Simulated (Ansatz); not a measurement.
H3Si, doublet, geometry from GFN2-xTB; SVWN5/6-311+G(2d,p) in Ansatz (a quantum-chemistry and plane-wave program).

Here is a job for Ansatz.
Ansatz 0.2 input:
```yaml
crystal:
  periodic: [false, false, false]
  atoms:
    - {symbol: Si, position_ang: [0.00172380, 0.00046639, 0.05606838]}
    - {symbol: H, position_ang: [-0.01025152, 1.41163100, -0.27334508]}
    - {symbol: H, position_ang: [1.21691602, -0.70748096, -0.29344641]}
    - {symbol: H, position_ang: [-1.23079768, -0.71067955, -0.21816587]}
basis:
  gaussian:
    orbitals: 6-311+G_2d_p_.json
hamiltonian:
  xc: {name: SVWN5}
magnetization: {spin_polarized: true, initial_magnetization: 1}
```
The basis file holds 6-311+G(2d,p) in the JSON format of the Basis Set Exchange.

It wrote (shortened):

```
Functional definition: SVWN5
428 factors; their error is unknown
mean field evaluation 1: about -7891.3478 eV, gradient 1.1e1 eV
mean field evaluation 2: about -7891.9658 eV, gradient 6.9e0 eV
mean field evaluation 4: about -7892.2904 eV, gradient 8.8e-2 eV
mean field evaluation 8: about -7892.2885 eV, gradient 1.1e-2 eV
mean field -7892.28845887 eV, -290.0362512782 hartree, gradient 2.1e-5 eV, S^2 0.751758; 0 other end points of the search recorded, 0 dependent functions left out
reference -7892.28849332 eV, -290.0362525443 hartree; 9, 8 occupied and 44, 45 virtual orbitals, 428 factors
Total energy: -7892.28849332 eV, -290.0362525443 hartree
```
